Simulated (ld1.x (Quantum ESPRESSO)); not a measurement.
Which change was made? (Mo, TM semilocal)

```json
{
 "Element": "molybdenum",
 "Generator": "ld1.x (Quantum ESPRESSO) 7.5",
 "Type": "norm-conserving Troullier–Martins (semilocal form)",
 "Functional": "PBEsol",
 "Relativity": "scalar-relativistic",
 "Frozen core": "[Ar] 3d10",
 "Valence charge": "14",
 "Reference configuration": "4s2 4p6 4d5 5s1 5p0",
 "Partial waves": "4p (bound): rc 1.10 bohr; 4d (bound): rc 2.25 bohr; 4s (bound): rc 1.40 bohr",
 "Local potential": "the s channel",
 "Core correction": "none"
}
```

Occupied shells without a wave of their own: 5s. They enter only through the test configuration that unscreens the potential.

Cutoffs, loose and tight: the cutoffs (Ry, on a coarse ladder) from which the occupation-weighted sum of valence levels, in a spherical-Bessel basis at the reference potential, stays within 10 and 1 mRy of its value at 400 Ry. They do not see the model core or the augmentation charge, which bear on the density cutoff. Test errors are all-electron minus pseudo excitation energies from the reference, over the configurations 4s2 4p6 4d5 5s0 5p0; 4s2 4p6 4d4 5s0 5p0; 4s2 4p6 4d3 5s0 5p0; 4s2 4p6 4d2 5s0 5p0; 4s1 4p6 4d5 5s1 5p0; 4s2 4p5 4d5 5s1 5p0; 4s2 4p6 4d5 5s0 5p1; variants that change the core or the reference have their own tests. The largest error is taken over the tests solved by every variant that gives reliable tests at all, those not shown here included: 4s1 4p6 4d5 5s1 5p0; 4s2 4p5 4d5 5s1 5p0; 4s2 4p6 4d2 5s0 5p0; 4s2 4p6 4d3 5s0 5p0; 4s2 4p6 4d4 5s0 5p0; 4s2 4p6 4d5 5s0 5p0.

The base gives: outcome: generated, misses its reference levels by 0.21 eV; cutoff, loose: 100 Ry; cutoff, tight: 140 Ry; bound ghosts: none; largest test error (meV): -770.

Task: After one change the result is: outcome: generated; cutoff, loose: 200 Ry; cutoff, tight: over 300 Ry; bound ghosts: none; largest test error (meV): -483. Which change was it?
A. all radii scaled by about 1.28 (s 1.80, p 1.40, d 2.88 bohr)
B. wave 4s (bound): rc 1.40 bohr becomes 4s (bound): rc 0.86 bohr
C. core [Ar] 3d10 4s2, valence charge 12; reference 4p6 4d5 5s0 5p1; waves now 5s (bound): rc 2.65 bohr; 4d (bound): rc 2.45 bohr; 4p (bound): rc 2.00 bohr; local potential the p channel

Result: B. The others give: core [Ar] 3d10 4s2, valence charge 12; reference 4p6 4d5 5s0 5p1; waves now 5s (bound): rc 2.65 bohr; 4d (bound): rc 2.45 bohr; 4p (bound): rc 2.00 bohr; local potential the p channel → outcome: generated; cutoff, loose: 35 Ry; cutoff, tight: 45 Ry; bound ghosts: none; largest test error (meV): -484 | all radii scaled by about 1.28 (s 1.80, p 1.40, d 2.88 bohr) → outcome: generated, misses its reference levels by 1.16 eV; cutoff, loose: 60 Ry; cutoff, tight: 110 Ry; bound ghosts: none; largest test error (meV): -3809. In the semilocal form every listed channel keeps its own potential, so the choice of the local channel does not act on these tests. It acts once the file is put into the separable form.
